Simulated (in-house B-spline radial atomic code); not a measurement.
# Ionising the titanium ion Ti³⁺ with different functionals

Computed with a B-spline radial code for spherical atoms: four-component Dirac-Coulomb Hamiltonian, Fermi nucleus of rms radius 3.5921 fm, spin-restricted, spherical fractional occupations for the functionals. The ionisation energy is the difference of two self-consistent energies, [Ar] 3d1 → [Ne] 3s2 3p6, without Breit or QED terms; ε is the level of the shell that loses the electron (mean over j). The electron is taken from both j subshells in proportion to 2j + 1, so the result is a j average, not the step between ground levels.

Hybrids are left out here: with spherical fractional occupations of an open shell their exact exchange keeps a self-interaction that integer-occupation calculations don't have.

| method | rung | ΔSCF (eV) | -ε(3d) (eV) |
| --- | --- | --- | --- |
| LDA VWN5 | LDA | 43.55 | 34.95 |
| relativistic LDA | LDA | 43.57 | 34.96 |
| LDA PW92 | LDA | 43.54 | 34.94 |
| LDA exchange-only | LDA | 41.85 | 33.31 |
| PBE | GGA | 43.28 | 34.69 |
| PBEsol | GGA | 43.24 | 34.64 |
| BLYP | GGA | 43.26 | 34.67 |
| RPBE | GGA | 43.22 | 34.63 |
| PW91 | GGA | 43.41 | 34.81 |
| BP86 | GGA | 43.32 | 34.71 |
| AM05 | GGA | 43.24 | 34.64 |
| OLYP | GGA | 43.43 | 34.81 |

(1) How do they compare with the NIST value?

Results:

(1) NIST lists 43.267 eV (measured, ground level to ground level). Errors run from -1.42 to +0.30 eV; BLYP is closest (-0.00 eV), but part of that can be cancellation, since the calculations leave out Breit-QED terms, spin polarisation, the choice among j levels, multiplet and fine-structure energies.
